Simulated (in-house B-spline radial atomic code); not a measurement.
Inner levels of dysprosium as electrons are removed. A shift is the extra binding of the orbital against the neutral atom ([Xe] 4f10 6s2). Computed with a B-spline radial code for spherical atoms: non-relativistic Hartree-Fock, average of the configuration, point nuclei.

This level leaves out relativity, spin-orbit splitting included, which matters for heavy ions.

```tsv
ion	configuration	shift of 1s (eV)	radius of 1s (bohr)	Σ<r²> (bohr²)	change of density at nucleus (bohr⁻³)
Dy49+	[Ne] 3s2 3p5	3278.31	0.022972	0.46742	306.41
Dy50+	[Ne] 3s2 3p4	3436.98	0.022969	0.4088	424.94
Dy51+	[Ne] 3s2 3p3	3597.4	0.022966	0.35141	545.27
Dy52+	[Ne] 3s2 3p2	3759.58	0.022963	0.29521	667.4
Dy53+	[Ne] 3s2 3p1	3923.51	0.02296	0.24017	791.33
Dy54+	[Ne] 3s2	4089.19	0.022957	0.18626	917.07
Dy55+	[Ne] 3s1	4243.24	0.022956	0.12783	-1682.35
Dy56+	[He] 2s2 2p6	4398.68	0.022955	0.070399	-4338.14
Dy57+	[He] 2s2 2p5	4783.11	0.022941	0.061714	-4004.16
Dy58+	[He] 2s2 2p4	5171.66	0.022927	0.05326	-3665.47
Dy59+	[He] 2s2 2p3	5564.33	0.022912	0.045028	-3322.05
Dy60+	[He] 2s2 2p2	5961.1	0.022897	0.037012	-2973.88
Dy61+	[He] 2s2 2p1	6361.96	0.022882	0.029205	-2620.97
Dy62+	[He] 2s2	6766.9	0.022866	0.021601	-2263.3
Dy63+	[He] 2s1	7114.9	0.022865	0.01141	-12870.2
Dy64+	1s2	7465.47	0.022857	0.0013942	-23682.6
Dy65+	1s1	8583.41	0.022727	0.00068871	-113351
```
